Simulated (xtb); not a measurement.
H$_{4}$Sn, charge -1, doublet, at the geometry of the source list (GFN-xTB shapes and energies of metal compounds can be far from the true ones) (a state made from the parent by changing its charge; the spin is typed, not shown lowest); GFN2-xTB (xtb 6.7.1).

Here is a job for xtb.
```
$ xtb mol.xyz --gfn 2 --chrg -1 --uhf 1 --acc 0.0001 --json

# file mol.xyz
5

Sn    -0.00040000    -0.00240000     0.00050000
H     -1.07600000     1.12680000    -0.50160000
H      0.24570000    -1.08960000    -1.19940000
H     -0.58840000    -0.76120000     1.32790000
H      1.41910000     0.72650000     0.37260000
```

Task: What does xtb print? Leave out banner, timings and long lists.

Result: 
```
   ID    Z sym.   atoms
    1   50 Sn     1
    2    1 H      2-5

           -------------------------------------------------
          |                Calculation Setup                |
           -------------------------------------------------

           -------------------------------------------------
          |                 G F N 2 - x T B                 |
           -------------------------------------------------

          ...................................................
          :                      SETUP                      :
          :.................................................:
          :  # basis functions                  14          :
          :  # atomic orbitals                  13          :
          :  # shells                            7          :
          :  # electrons                         9          :
          :  max. iterations                   250          :
          :  Hamiltonian                  GFN2-xTB          :
          :  restarted?                      false          :
          :  GBSA solvation                  false          :
          :  PC potential                    false          :
          :  electronic temp.          300.0000000     K    :
          :  accuracy                    0.0001000          :
          :  -> integral cutoff          0.6500000E+02      :
          :  -> integral neglect         0.1000000E-11      :
          :  -> SCF convergence          0.1000000E-09 Eh   :
          :  -> wf. convergence          0.1000000E-07 e    :
          :  Broyden damping             0.4000000          :
          :  net charge                         -1          :
          :  unpaired electrons                  1          :
          ...................................................

 iter      E             dE          RMSdq      gap      omega  full diag
   1     -3.8428385 -0.384284E+01  0.704E+00    2.74       0.0  T
   2     -3.9174090 -0.745705E-01  0.678E+00    0.00       1.0  T
   3     -4.0986096 -0.181201E+00  0.216E+00    0.66       1.0  T
   4     -4.1121194 -0.135098E-01  0.289E+00    0.05       1.0  T
   5     -4.0474089  0.647105E-01  0.796E+00    0.01       1.0  T
   6     -4.0456638  0.174507E-02  0.774E+00    0.01       1.0  T
   7     -4.1073150 -0.616512E-01  0.311E+00    0.39       1.0  T
   8     -4.0998030  0.751207E-02  0.410E+00    0.62       1.0  T
   9     -4.1011583 -0.135529E-02  0.407E+00    0.56       1.0  T
  10     -4.1040108 -0.285255E-02  0.379E+00    0.46       1.0  T
  11     -4.1053378 -0.132695E-02  0.358E+00    0.42       1.0  T
  12     -4.1082467 -0.290899E-02  0.302E+00    0.31       1.0  T
  13     -4.1178700 -0.962324E-02  0.477E-01    0.10       1.0  T
  14     -4.1178212  0.487688E-04  0.437E-01    0.10       1.0  T
  15     -4.1166319  0.118932E-02  0.821E-01    0.12       1.0  T
  16     -4.1169926 -0.360728E-03  0.197E+00    0.06       1.0  T
  17     -4.1176631 -0.670457E-03  0.151E+00    0.07       1.0  T
  18     -4.1052137  0.124494E-01  0.473E+00    0.02       1.0  T
  19     -4.1067254 -0.151170E-02  0.450E+00    0.02       1.0  T
  20     -4.1104493 -0.372390E-02  0.386E+00    0.03       1.0  T
  21     -4.1178819 -0.743258E-02  0.282E-01    0.09       1.0  T
  22     -4.1180228 -0.140864E-03  0.958E-01    0.07       1.0  T
  23     -4.1180061  0.166771E-04  0.985E-01    0.07       1.0  T
  24     -4.1179288  0.772629E-04  0.111E+00    0.07       1.0  T
  25     -4.1174487  0.480107E-03  0.154E+00    0.06       1.0  T
  26     -4.1174455  0.317585E-05  0.154E+00    0.06       1.0  T
  27     -4.1180424 -0.596907E-03  0.286E-01    0.09       1.0  T
  28     -4.1173340  0.708435E-03  0.151E+00    0.06       1.0  T
  29     -4.1171076  0.226420E-03  0.129E+00    0.11       1.0  T
  30     -4.1179796 -0.872028E-03  0.430E-01    0.09       1.0  T
  31     -4.1174404  0.539259E-03  0.111E+00    0.10       1.0  T
  32     -4.1174152  0.251652E-04  0.111E+00    0.10       1.0  T
  33     -4.1181037 -0.688521E-03  0.471E-01    0.07       1.0  T
  34     -4.1180450  0.587247E-04  0.502E-01    0.07       1.0  T
  35     -4.1180543 -0.927057E-05  0.355E-01    0.07       1.0  T
  36     -4.1178809  0.173344E-03  0.659E-01    0.06       1.0  T
  37     -4.1178490  0.319037E-04  0.682E-01    0.06       1.0  T
  38     -4.1180793 -0.230321E-03  0.285E-01    0.07       1.0  T
  39     -4.1179962  0.831081E-04  0.523E-01    0.07       1.0  T
  40     -4.1179605  0.357081E-04  0.562E-01    0.07       1.0  T
  41     -4.1180241 -0.635855E-04  0.455E-01    0.07       1.0  T
  42     -4.1180560 -0.318984E-04  0.373E-01    0.07       1.0  T
  43     -4.1179864  0.696052E-04  0.555E-01    0.07       1.0  T
  44     -4.1180882 -0.101776E-03  0.338E-01    0.07       1.0  T
  45     -4.1181378 -0.495999E-04  0.129E-01    0.07       1.0  T
  46     -4.1181314  0.639036E-05  0.212E-01    0.08       1.0  T
  47     -4.1181364 -0.501692E-05  0.133E-01    0.08       1.0  T
  48     -4.1181406 -0.423209E-05  0.111E-01    0.07       1.0  T
  49     -4.1181446 -0.395110E-05  0.352E-02    0.07       1.3  T
  50     -4.1181451 -0.480750E-06  0.140E-02    0.08       3.2  T
  51     -4.1181451 -0.502463E-08  0.282E-03    0.08      15.9  T
  52     -4.1181451  0.343900E-08  0.409E-03    0.08      10.9  T
  53     -4.1181451 -0.220934E-08  0.351E-03    0.08      12.7  T
  54     -4.1181451  0.385772E-08  0.266E-03    0.08      16.8  T
  55     -4.1181451 -0.536511E-08  0.107E-03    0.08      41.8  T
  56     -4.1181451 -0.251310E-10  0.789E-04    0.08      56.7  T
  57     -4.1181451 -0.145649E-09  0.411E-04    0.08     108.7  T
  58     -4.1181451 -0.610720E-10  0.119E-05    0.08    3769.1  T
  59     -4.1181451 -0.115463E-12  0.172E-05    0.08    2598.6  T
  60     -4.1181451  0.105693E-11  0.577E-05    0.08     774.5  T
  61     -4.1181451 -0.130651E-11  0.478E-06    0.08    9359.2  T
  62     -4.1181451 -0.888178E-15  0.233E-06    0.08   19211.8  T
  63     -4.1181451 -0.444089E-14  0.679E-08    0.08  100000.0  T
  64     -4.1181451 -0.177636E-14  0.142E-08    0.08  100000.0  T

   *** convergence criteria satisfied after 64 iterations ***

         :::::::::::::::::::::::::::::::::::::::::::::::::::::
         ::                     SUMMARY                     ::
         :::::::::::::::::::::::::::::::::::::::::::::::::::::
         :: total energy              -4.098154958614 Eh    ::
         :: gradient norm              0.234051330440 Eh/a0 ::
         :: HOMO-LUMO gap              0.075816713028 eV    ::
         ::.................................................::
         :: SCC energy                -4.118144959948 Eh    ::
         :: -> isotropic ES            0.114850143274 Eh    ::
         :: -> anisotropic ES         -0.005179589426 Eh    ::
         :: -> anisotropic XC          0.000356409437 Eh    ::
         :: -> dispersion             -0.004071707123 Eh    ::
         :: repulsion energy           0.019990001333 Eh    ::
         :: add. restraining           0.000000000000 Eh    ::
         :: total charge              -1.000000000000 e     ::
         :::::::::::::::::::::::::::::::::::::::::::::::::::::

           -------------------------------------------------
          |                Property Printout                |
           -------------------------------------------------

    * Orbital Energies and Occupations

         #    Occupation            Energy/Eh            Energy/eV
      -------------------------------------------------------------
         1        2.0000           -0.4790190             -13.0348
         2        2.0000           -0.2166526              -5.8954
         3        2.0000           -0.2158269              -5.8729
         4        2.0000           -0.2153471              -5.8599
         5        0.7786            0.1209914               3.2923 (HOMO)
         6        0.1577            0.1237776               3.3682 (LUMO)
         7        0.0544            0.1248988               3.3987
         8        0.0093            0.1266227               3.4456
         9                          0.2039043               5.5485
        10                          0.2039954               5.5510
        11                          0.8715094              23.7150
        12                          0.8721153              23.7315
        13                          0.8754950              23.8234
      -------------------------------------------------------------
                  HL-Gap            0.0027862 Eh            0.0758 eV
             Fermi-level            0.0375041 Eh            1.0205 eV

     #   Z          covCN         q      C6AA      α(0)
     1  50 Sn       3.749     0.075   331.447    33.202
     2   1 H        0.937    -0.257    16.337     6.319
     3   1 H        0.937    -0.275    18.625     6.748
     4   1 H        0.937    -0.278    19.028     6.820
     5   1 H        0.937    -0.265    17.237     6.491

 Mol. C6AA /au·bohr⁶  :       1224.699053
 Mol. C8AA /au·bohr⁸  :      68747.286116
 Mol. α(0) /au        :         59.580091

Wiberg/Mayer (AO) data.
largest (>0.10) Wiberg bond orders for each atom

 ---------------------------------------------------------------------------
     #   Z sym  total        # sym  WBO       # sym  WBO       # sym  WBO
 ---------------------------------------------------------------------------
     1  50 Sn   2.795 --     5 H    0.707     2 H    0.707     3 H    0.693
                             4 H    0.688
     2   1 H    0.824 --     1 Sn   0.707
     3   1 H    0.814 --     1 Sn   0.693
     4   1 H    0.810 --     1 Sn   0.688
     5   1 H    0.825 --     1 Sn   0.707
 ---------------------------------------------------------------------------

Topologies differ in total number of bonds
Writing topology from bond orders to xtbtopo.mol

molecular dipole:
                 x           y           z       tot (Debye)
 q only:       -0.005       0.054      -0.016
   full:       -0.042       0.212      -0.060       0.570
molecular quadrupole (traceless):
                xx          xy          yy          xz          yz          zz
 q only:        0.095      -0.062       0.041       0.103      -0.025      -0.136
  q+dip:        0.253      -0.143       0.079       0.257      -0.053      -0.332
   full:       -0.089       0.230      -0.020      -0.092       0.136       0.109

           -------------------------------------------------
          | TOTAL ENERGY               -4.098154958614 Eh   |
          | GRADIENT NORM               0.234051330440 Eh/α |
          | HOMO-LUMO GAP               0.075816713028 eV   |
           -------------------------------------------------

normal termination of xtb
```
